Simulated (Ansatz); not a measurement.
C3H9GaO2, SMILES `CC(C)[O][GaH][OH]` at its PBE0-D4/def2-TZVP geometry, where that method's forces vanish. Total charge 0; spin multiplicity 1.

```xyz
15

C     0.1667    1.6903    0.0687
C    -0.5356    0.4954   -0.5506
C    -1.6683   -0.0128    0.3230
O     0.3788   -0.5355   -0.8570
Ga    1.3763   -1.4363    0.3153
O     2.3848   -2.6480   -0.5081
H    -0.5240    2.5257    0.2088
H     0.9847    2.0245   -0.5726
H     0.5780    1.4304    1.0502
H    -0.9603    0.8091   -1.5137
H    -1.2933   -0.3064    1.3096
H    -2.1446   -0.8800   -0.1388
H    -2.4284    0.7581    0.4728
H     1.4352   -1.2699    1.8514
H     2.2499   -2.6445   -1.4591
```

(1) What forces (eV/Å) does B3LYP-D4/def2-TZVPP give on these atoms in the Gaussian-basis code of Ansatz? (An estimate is asked.)

## Answers

(1) Computed: 
```
C1   0.115  0.194  0.088
C2  -0.211  0.201 -0.177
C3  -0.186 -0.085  0.129
O4   0.094 -0.129 -0.181
Ga5  0.010  0.037  0.322
O6   0.127 -0.151 -0.096
H7   0.039 -0.034 -0.006
H8  -0.037 -0.009  0.041
H9  -0.017  0.030 -0.056
H10  0.024 -0.018  0.054
H11 -0.036  0.012 -0.054
H12  0.017  0.042  0.034
H13  0.030 -0.042 -0.005
H14  0.005 -0.012 -0.045
H15  0.026 -0.036 -0.049
```

B3LYP here is the variant with VWN-RPA as its local correlation; programs differ in this.
